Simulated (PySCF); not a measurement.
## Electronic structure of W³¹⁺ (tungsten, charge +31) at the UHF level

Configuration: [Kr] 4d7, high-spin 4F determinant. Computed with PySCF 2.14 in an uncontracted even-tempered set (18 s from 2.5 bohr⁻², ratio 2.5; 12 p from 3.2 bohr⁻², ratio 2.5; 9 d from 3.2 bohr⁻², ratio 2.5; 4 f from 17 bohr⁻², ratio 2.7; 3 g from 25 bohr⁻², ratio 2.7), with the non-relativistic Hamiltonian (point nucleus).

| Item | Value |
| --- | --- |
| Total energy | -14791.026607 hartree |
| One-electron energy | -18458.6050 hartree |
| Hartree (Coulomb) energy | 3925.8948 hartree |
| Exchange energy | -258.3164 hartree |
| Kinetic energy | 14790.92451 hartree |
| ⟨S²⟩ | 3.7509 |
| ⟨L²⟩ | 12.011 |
| Sum of ⟨r⟩ | 10.83 bohr |
| Sum of ⟨r²⟩ | 4.213 bohr² |
| Density at the nucleus (Gaussians lack the cusp) | 287000 bohr⁻³ |
| Spin density at the nucleus | -2.96 bohr⁻³ |

| shell | electrons | mean orbital energy (hartree) | spread (hartree) | rms radius, mean of both spins (bohr) |
| --- | --- | --- | --- | --- |
| 1s α | 1 | -2405.74971 | 0 | 0.0237 |
| 1s β | 1 | -2405.74236 | 0 | 0.0237 |
| 2s α | 1 | -436.81636 | 0 | 0.0936 |
| 2s β | 1 | -436.57942 | 0 | 0.0936 |
| 2p α | 3 | -419.86893 | 0 | 0.0806 |
| 2p β | 3 | -419.63565 | 0 | 0.0806 |
| 3s α | 1 | -134.55411 | 0 | 0.232 |
| 3s β | 1 | -134.43202 | 0 | 0.232 |
| 3p α | 3 | -126.75074 | 0 | 0.223 |
| 3p β | 3 | -126.62710 | 0 | 0.223 |
| 3d α | 5 | -112.49467 | 0.06002 | 0.197 |
| 3d β | 5 | -112.26075 | 0.19993 | 0.197 |
| 4s α | 1 | -57.31754 | 0 | 0.474 |
| 4s β | 1 | -56.72050 | 0 | 0.474 |
| 4p α | 3 | -53.84441 | 0 | 0.476 |
| 4p β | 3 | -53.11784 | 0 | 0.476 |
| 4d α | 5 | -47.54897 | 0.12191 | 0.471 |
| 4d β | 2 | -47.24052 | 0 | 0.471 |

A non-relativistic calculation at this Z misses sizeable relativistic shifts. Spin-orbit coupling is strong in this species (close to jj coupling), so the high-spin LS determinant is a model state, not a physical level.

Spin-orbit constants ζ (cm⁻¹) from the X2C one-electron operator on these orbitals (non-relativistic here): bare nucleus, nucleus screened by l(l+1)(2l+1)/3 electrons, and screened by the Breit-Pauli mean field of the electrons.

```csv
shell,bare,screened nucleus,mean field
2p,5032000,4896000,4825000
3p,1063000,1035000,1017000
3d,223500,193300,188800
4p,301200,293000,287900
4d,59170,51170,49860
```

To first order the Landé constant is A = -16620 cm⁻¹, so the lowest level has J = 9/2 and lies 9.27 eV below the centre of the term. This holds in LS coupling only, and this species is close to jj coupling.
